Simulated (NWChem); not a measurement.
System: GeHOBr, singlet; SMILES [OH][Ge][Br]

NWChem printed, in part:

```
             Northwest Computational Chemistry Package (NWChem) 7.3.0
             --------------------------------------------------------

 CS  symmetry detected

                             Geometry "geometry" -> ""
                             -------------------------

 Output coordinates in angstroms (scale by  1.889725989 to convert to a.u.)

  No.       Tag          Charge          X              Y              Z
 ---- ---------------- ---------- -------------- -------------- --------------
    1 Ge                  32.0000     0.41269734     0.98238284     0.00000000
    2 Br                  35.0000    -0.04555545    -1.32111310     0.00000000
    3 O                    8.0000    -1.28242055     1.53764587     0.00000000
    4 H                    1.0000    -1.35250976     2.50154070     0.00000000

 Effective nuclear repulsion energy (a.u.)     392.1015480754

      Symmetry information
      --------------------

 Group name             Cs
 Group number              2
 Group order               2
 No. of unique centers     4

                                 NWChem DFT Module
                                 -----------------

 Summary of "ao basis" -> "ao basis" (spherical)
 ------------------------------------------------------------------------------
       Tag                 Description            Shells   Functions and Types
 ---------------- ------------------------------  ------  ---------------------
 Ge                         def2-svp                12       32   5s4p3d
 Br                         def2-svp                12       32   5s4p3d
 O                          def2-svp                 6       14   3s2p1d
 H                          def2-svp                 3        5   2s1p

      Symmetry analysis of basis
      --------------------------

        a'         58
        a"         25

            General Information
            -------------------
          SCF calculation type: DFT
          Wavefunction type:  closed shell.
          No. of atoms     :     4
          No. of electrons :    76
           Alpha electrons :    38
            Beta electrons :    38
          Charge           :     0
          Spin multiplicity:     1
          Use of symmetry is: on ; symmetry adaption is: on
          Maximum number of iterations: 150
          AO basis - number of functions:    83
                     number of shells:    33
          Convergence on energy requested:  1.00D-06
          Convergence on density requested:  1.00D-05
          Convergence on gradient requested:  5.00D-04

              XC Information
              --------------
                         B3LYP Method XC Potential
                     Hartree-Fock (Exact) Exchange  0.200
                        Slater Exchange Functional  0.800 local
                    Becke 1988 Exchange Functional  0.720 non-local
              Lee-Yang-Parr Correlation Functional  0.810
                  VWN I RPA Correlation Functional  0.190 local

             Grid Information
             ----------------
          Grid used for XC integration:  medium
          Radial quadrature: Mura-Knowles
          Angular quadrature: Lebedev.
          Tag              B.-S. Rad. Rad. Pts. Rad. Cut. Ang. Pts.
          ---              ---------- --------- --------- ---------
          Ge                  1.25      112           8.0       590
          Br                  1.15      112          11.0       590
          O                   0.60       49           9.0       434
          H                   0.35       45          11.0       434
          Grid pruning is: on
          Number of quadrature shells:   318
          Spatial weights used:  Erf1

      Superposition of Atomic Density Guess
      -------------------------------------

 Sum of atomic energies:       -4722.31973177

      Non-variational initial energy
      ------------------------------

 Total energy =   -4722.684026
 1-e energy   =   -7363.059179
 2-e energy   =    2248.273605
 HOMO         =      -0.283347
 LUMO         =      -0.034644

      Symmetry analysis of molecular orbitals - initial
      -------------------------------------------------

  Numbering of irreducible representations:

     1 a'          2 a"

  Orbital symmetries:

     1 a'          2 a'          3 a'          4 a'          5 a'
     6 a"          7 a'          8 a'          9 a'         10 a"
    11 a'         12 a'         13 a'         14 a'         15 a"
    16 a'         17 a'         18 a'         19 a"         20 a'
    21 a'         22 a"         23 a'         24 a"         25 a'
    26 a'         27 a'         28 a"         29 a"         30 a'
    31 a'         32 a'         33 a'         34 a'         35 a"
    36 a"         37 a'         38 a'         39 a"         40 a'
    41 a'         42 a'         43 a'         44 a'         45 a"
    46 a'         47 a"         48 a'

   convergence    iter        energy       DeltaE   RMS-Dens  Diis-err
 ---------------- ----- ----------------- --------- --------- ---------
 d= 0,ls=0.0,diis     1  -4726.3983735942 -5.12D+03  2.04D-02  7.57D-01
 d= 0,ls=0.0,diis     2  -4726.0962064034  3.02D-01  1.31D-02  3.47D+00
 d= 0,ls=0.0,diis     3  -4726.4814255839 -3.85D-01  3.66D-03  9.86D-02
 d= 0,ls=0.0,diis     4  -4726.4891784759 -7.75D-03  1.81D-03  1.76D-02
 d= 0,ls=0.0,diis     5  -4726.4914493455 -2.27D-03  3.58D-04  1.75D-03
  Resetting Diis
 d= 0,ls=0.0,diis     6  -4726.4916055206 -1.56D-04  5.06D-05  4.91D-05
 d= 0,ls=0.0,diis     7  -4726.4916089981 -3.48D-06  1.63D-05  7.36D-07
 d= 0,ls=0.0,diis     8  -4726.4916088964  1.02D-07  9.62D-06  1.93D-06

         Total DFT energy =    -4726.491608896447
      One electron energy =    -7363.675795651500
           Coulomb energy =     2424.529856526071
    Exchange-Corr. energy =     -179.447217846414
 Nuclear repulsion energy =      392.101548075396

 Numeric. integr. density =       76.000000791406

                  Occupations of the irreducible representations
                  ----------------------------------------------

                     irrep           alpha         beta
                     --------     --------     --------
                     a'               28.0         28.0
                     a"               10.0         10.0

                       DFT Final Molecular Orbital Analysis
                       ------------------------------------

 Vector   36  Occ=2.000000D+00  E=-2.913796D-01  Symmetry=a"
              MO Center= -1.2D-01, -9.9D-01,  4.8D-14, r^2= 2.2D+00
   Bfn.  Coefficient  Atom+Function         Bfn.  Coefficient  Atom+Function
  ----- ------------  ---------------      ----- ------------  ---------------
    49      0.567326  2 Br pz                46      0.499576  2 Br pz
    43     -0.333568  2 Br pz                70     -0.193233  3 O  pz
    73     -0.152580  3 O  pz                40      0.108442  2 Br pz
    17      0.067470  1 Ge pz                14      0.066143  1 Ge pz
    29     -0.046275  1 Ge d -1              11     -0.037726  1 Ge pz

 Vector   37  Occ=2.000000D+00  E=-2.894094D-01  Symmetry=a'
              MO Center=  3.5D-02, -8.9D-01, -1.4D-15, r^2= 2.5D+00
   Bfn.  Coefficient  Atom+Function         Bfn.  Coefficient  Atom+Function
  ----- ------------  ---------------      ----- ------------  ---------------
    47      0.458747  2 Br px                44      0.415657  2 Br px
    48     -0.298693  2 Br py                41     -0.276189  2 Br px
    45     -0.266997  2 Br py                42      0.176594  2 Br py
     4      0.140367  1 Ge s                 12      0.131611  1 Ge px
     5      0.125963  1 Ge s                 15      0.115113  1 Ge px

 Vector   38  Occ=2.000000D+00  E=-2.647565D-01  Symmetry=a'
              MO Center=  1.4D-01,  2.3D-01, -3.5D-15, r^2= 3.9D+00
   Bfn.  Coefficient  Atom+Function         Bfn.  Coefficient  Atom+Function
  ----- ------------  ---------------      ----- ------------  ---------------
     4      0.394447  1 Ge s                 47     -0.362535  2 Br px
     5      0.320434  1 Ge s                 44     -0.306227  2 Br px
    68     -0.279545  3 O  px                48     -0.246623  2 Br py
     3     -0.234842  1 Ge s                 71     -0.227521  3 O  px
    45     -0.211293  2 Br py                12      0.205877  1 Ge px

 Vector   39  Occ=0.000000D+00  E=-9.042963D-02  Symmetry=a"
              MO Center=  3.2D-01,  8.7D-01, -2.3D-15, r^2= 3.1D+00
   Bfn.  Coefficient  Atom+Function         Bfn.  Coefficient  Atom+Function
  ----- ------------  ---------------      ----- ------------  ---------------
    17      0.650146  1 Ge pz                14      0.469203  1 Ge pz
    49     -0.256293  2 Br pz                11     -0.252082  1 Ge pz
    70     -0.237577  3 O  pz                73     -0.229786  3 O  pz
    46     -0.164948  2 Br pz                43      0.109375  2 Br pz
     8      0.081395  1 Ge pz                61      0.041882  2 Br d -1

 Vector   40  Occ=0.000000D+00  E=-1.066054D-02  Symmetry=a'
              MO Center=  3.3D-01,  1.0D+00, -2.5D-16, r^2= 4.3D+00
   Bfn.  Coefficient  Atom+Function         Bfn.  Coefficient  Atom+Function
  ----- ------------  ---------------      ----- ------------  ---------------
    16      0.916501  1 Ge py                48      0.495574  2 Br py
    13      0.367484  1 Ge py                37      0.369054  2 Br s
     4     -0.336879  1 Ge s                 67     -0.313971  3 O  s
    15     -0.212502  1 Ge px                47      0.210091  2 Br px
    10     -0.201077  1 Ge py                45      0.186866  2 Br py

 Vector   41  Occ=0.000000D+00  E= 2.069085D-02  Symmetry=a'
              MO Center= -1.9D-01,  1.1D+00, -4.3D-14, r^2= 4.9D+00
   Bfn.  Coefficient  Atom+Function         Bfn.  Coefficient  Atom+Function
  ----- ------------  ---------------      ----- ------------  ---------------
    67      0.742938  3 O  s                 15      0.700890  1 Ge px
    80     -0.629526  4 H  s                 48      0.399344  2 Br py
     4     -0.383701  1 Ge s                 16      0.280310  1 Ge py
    12      0.265194  1 Ge px                37      0.192793  2 Br s
    13      0.189733  1 Ge py                36      0.180967  2 Br s

     Multipole analysis of the density
     ---------------------------------

     L   x y z        total         alpha         beta         nuclear
     -   - - -        -----         -----         ----         -------
     0   0 0 0     -0.000000    -38.000000    -38.000000     76.000000

     1   1 0 0      0.319324      0.159662      0.159662      0.000000
     1   0 1 0      1.210552      0.605276      0.605276     -0.000000
     1   0 0 1      0.000000      0.000000      0.000000      0.000000

     2   2 0 0    -32.002690    -52.620733    -52.620733     73.238775
     2   1 1 0     -0.873028      6.845839      6.845839    -14.564706
     2   1 0 1      0.000000      0.000000      0.000000      0.000000
     2   0 2 0    -25.944149   -222.132652   -222.132652    418.321156
     2   0 1 1     -0.000000     -0.000000     -0.000000      0.000000
     2   0 0 2    -29.260891    -14.630446    -14.630446      0.000000

                                 NWChem DFT Module
                                 -----------------

      Symmetry analysis of basis
      --------------------------

        a'         58
        a"         25

            General Information
            -------------------
          SCF calculation type: DFT
          Wavefunction type:  spin polarized.
          No. of atoms     :     4
          No. of electrons :    75
           Alpha electrons :    38
            Beta electrons :    37
          Charge           :     1
          Spin multiplicity:     2
          Use of symmetry is: on ; symmetry adaption is: on
          Maximum number of iterations: 150
          AO basis - number of functions:    83
                     number of shells:    33
          Convergence on energy requested:  1.00D-06
          Convergence on density requested:  1.00D-05
          Convergence on gradient requested:  5.00D-04

              XC Information
              --------------
                         B3LYP Method XC Potential
                     Hartree-Fock (Exact) Exchange  0.200
                        Slater Exchange Functional  0.800 local
                    Becke 1988 Exchange Functional  0.720 non-local
              Lee-Yang-Parr Correlation Functional  0.810
                  VWN I RPA Correlation Functional  0.190 local

             Grid Information
             ----------------
          Grid used for XC integration:  medium
          Radial quadrature: Mura-Knowles
          Angular quadrature: Lebedev.
          Tag              B.-S. Rad. Rad. Pts. Rad. Cut. Ang. Pts.
          ---              ---------- --------- --------- ---------
          Ge                  1.25      112           8.0       590
          Br                  1.15      112          11.0       590
          O                   0.60       49           9.0       434
          H                   0.35       45          11.0       434
          Grid pruning is: on
          Number of quadrature shells:   318
          Spatial weights used:  Erf1

      Superposition of Atomic Density Guess
      -------------------------------------

 Sum of atomic energies:       -4722.31973177

 Renormalizing density from      76.00 to     75

      Non-variational initial energy
      ------------------------------

 Total energy =   -4684.577519
 1-e energy   =   -7266.176822
 2-e energy   =    2189.497754
 HOMO         =      -0.613704
 LUMO         =      -0.332555

   Symmetry analysis of molecular orbitals - initial alpha
   -------------------------------------------------------

  Numbering of irreducible representations:

     1 a'          2 a"

  Orbital symmetries:

     1 a'          2 a'          3 a'          4 a'          5 a'
     6 a"          7 a'          8 a'          9 a'         10 a"
    11 a'         12 a'         13 a'         14 a'         15 a"
    16 a'         17 a'         18 a'         19 a"         20 a'
    21 a'         22 a"         23 a'         24 a"         25 a'
    26 a'         27 a'         28 a"         29 a"         30 a'
    31 a'         32 a'         33 a'         34 a'         35 a"
    36 a'         37 a"         38 a'         39 a"         40 a'
    41 a'         42 a'         43 a'         44 a'         45 a"
    46 a'         47 a"         48 a'

   Symmetry analysis of molecular orbitals - initial beta
   ------------------------------------------------------

  Numbering of irreducible representations:

     1 a'          2 a"

  Orbital symmetries:

     1 a'          2 a'          3 a'          4 a'          5 a'
     6 a"          7 a'          8 a'          9 a'         10 a"
    11 a'         12 a'         13 a'         14 a'         15 a"
    16 a'         17 a'         18 a'         19 a"         20 a'
    21 a'         22 a"         23 a'         24 a"         25 a'
    26 a'         27 a'         28 a"         29 a"         30 a'
    31 a'         32 a'         33 a'         34 a'         35 a"
    36 a'         37 a"         38 a'         39 a"         40 a'
    41 a'         42 a'         43 a'         44 a'         45 a"
    46 a'         47 a"         48 a'

[...]
```

Level: B3LYP/def2-SVP, vertical spin-unrestricted ions. Low-valent species are run as closed-shell singlets; no triplet was tried in these runs. Geometry: optimised at PBE0/def2-SVP.

Question: Reconstruct the input file.

Answer: This is not unique; one that fits is the input that was run:
```
start job
memory heap 200 mb stack 900 mb global 1100 mb
geometry units angstroms noautoz
  Ge     0.335304     1.004555     0.000000
  Br     0.018009    -1.322549     0.000000
  O     -1.390449     1.455685     0.000000
  H     -1.519037     2.413532     0.000000
end
basis spherical
  Ge library def2-svp
  Br library def2-svp
  O library def2-svp
  H library def2-svp
end
dft
  xc b3lyp
  iterations 150
  vectors input atomic output neutral.movecs
end
task dft energy
charge 1
dft
  odft
  mult 2
  vectors input atomic output cation.movecs
end
task dft energy
```
